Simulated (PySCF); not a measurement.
**Field gradients at the hydrogen positions**

C₂H₁₃PSi₃.
SMILES with atom numbers: `[CH3:1][Si@:2]([SiH3:3])([PH2:4])[CH2:5][SiH3:6]` (hydrogens: H7, H8, H9 on C1; H10, H11, H12 on Si3; H13, H14 on P4; H15, H16 on C5; H17, H18, H19 on Si6)

Geometry (GFN2-xTB, Å), atoms numbered from 1 in this order:
```
atom  x, y, z in Å
C1    -0.335    0.899   -1.817
Si2   -0.579    0.311   -0.012
Si3   -1.247   -1.930    0.086
P4    -2.047    1.801    0.876
C5     1.044    0.639    0.958
Si6    2.590   -0.274    0.345
H7     0.393    0.282   -2.334
H8    -1.266    0.855   -2.376
H9     0.017    1.927   -1.851
H10   -0.318   -2.822   -0.610
H11   -2.567   -2.141   -0.520
H12   -1.353   -2.415    1.467
H13   -2.276    1.057    2.020
H14   -3.155    1.265    0.245
H15    1.241    1.712    0.946
H16    0.876    0.380    2.005
H17    2.350   -1.718    0.409
H18    2.882    0.113   -1.036
H19    3.738    0.068    1.189
```

Level: PBE0/pcSseg-1 (PySCF, non-relativistic); Q(2H) = 0.00286 b; rigid geometry, the same for H and D, with no vibrational averaging.

Question: Rank these positions by the coupling χzz of a deuteron there, largest first.
A. H18 (Si–H hydrogen)
B. H15 (methylene hydrogen)
C. H8 (methyl hydrogen)
D. H13 (P–H hydrogen)

Answer: C (218 kHz), B (213 kHz), D (145 kHz), A (110 kHz).

Question: Tabulate Vzz, the asymmetry η and χzz = 234.96 MHz × Q × Vzz for every hydrogen position.

Answer: 
| atom | bonded to | bond length (Å) | Vzz (au) | η | χzz (kHz) |
| --- | --- | --- | --- | --- | --- |
| H7 | C1 | 1.086 | 0.3257 | 0.01 | 219 |
| H8 | C1 | 1.087 | 0.3239 | 0.01 | 218 |
| H9 | C1 | 1.087 | 0.3233 | 0.01 | 217 |
| H10 | Si3 | 1.465 | 0.1642 | 0.01 | 110 |
| H11 | Si3 | 1.468 | 0.1625 | 0.00 | 109 |
| H12 | Si3 | 1.467 | 0.1628 | 0.00 | 109 |
| H13 | P4 | 1.383 | 0.2161 | 0.07 | 145 |
| H14 | P4 | 1.383 | 0.2165 | 0.07 | 146 |
| H15 | C5 | 1.092 | 0.3169 | 0.01 | 213 |
| H16 | C5 | 1.092 | 0.3180 | 0.00 | 214 |
| H17 | Si6 | 1.465 | 0.1615 | 0.02 | 108 |
| H18 | Si6 | 1.464 | 0.1630 | 0.01 | 110 |
| H19 | Si6 | 1.465 | 0.1618 | 0.01 | 109 |

Question: Average by the element that carries the hydrogen.

Answer: on C: 216 kHz over 5 positions, mean bond length 1.088 Å; on Si: 109 kHz over 6 positions, mean bond length 1.466 Å; on P: 145 kHz over 2 positions, mean bond length 1.383 Å.

The structure is a single GFN2-xTB conformer in the gas phase; no vibrational or solvent corrections. GFN2-xTB bond lengths can be off by several hundredths of an ångström, more for odd bonds, and the gradients follow them. The small basis limits the accuracy of the gradients.
